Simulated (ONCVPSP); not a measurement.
**Br (Z = 35): ONCV pseudisation with PBE, scalar-relativistic reference atom.**

```
Element                 : bromine
Generator               : ONCVPSP 4.0.1
Type                    : optimised norm-conserving Vanderbilt (ONCV)
Functional              : PBE
Relativity              : scalar-relativistic
Frozen core             : [Ar]
Valence charge          : 17
Reference configuration : 3d10 4s1.5 4p5.5
Partial waves           : 4s: rc 1.40 bohr, ncon 4, nbas 7, qcut 5.2 1/bohr, 2 projectors, debl 0.8 Ha; 4p: rc 1.80 bohr, ncon 4, nbas 8, qcut 4 1/bohr, 2 projectors, debl 0.4 Ha; 3d: rc 0.55 bohr, ncon 3, nbas 6, qcut 18.3 1/bohr, 2 projectors, debl 2 Ha
Local potential         : polynomial inside 0.50 bohr (lpopt 3, dvloc0 1 Ha)
Core correction         : polynomial model core, fcfact 0.55
```

In the d channel the program set the typed energies aside and used -2.481, 0.250 Ha.

All-electron outer shells of the reference configuration (PBE, scalar-relativistic, ld1.x):

| shell | level (eV) | outermost node (bohr) | outermost maximum (bohr) |
| --- | --- | --- | --- |
| 3s | -238.88 | 0.23 | 0.48 |
| 3p | -174.29 | 0.21 | 0.48 |
| 3d | -67.50 | – | 0.43 |
| 4s | -20.54 | 0.67 | 1.41 |
| 4p | -8.16 | 0.70 | 1.66 |

Calculated quality:

- Ghost test: ghosts flagged at negative energy: s at -362.8 eV, p at -55.5 eV; no localised positive-energy state flagged; a true bound ghost makes a file unfit for plane-wave use
- Largest excitation error: -917 meV (all-electron minus pseudo) for 3d9 4s2 4p5, out of 4 test configurations
- rms error of d²Exc/dni dnj: 8.32 mHa without and 2.04 mHa with the model core

Generation and tests took about 3.2 s on one core of a shared server CPU.
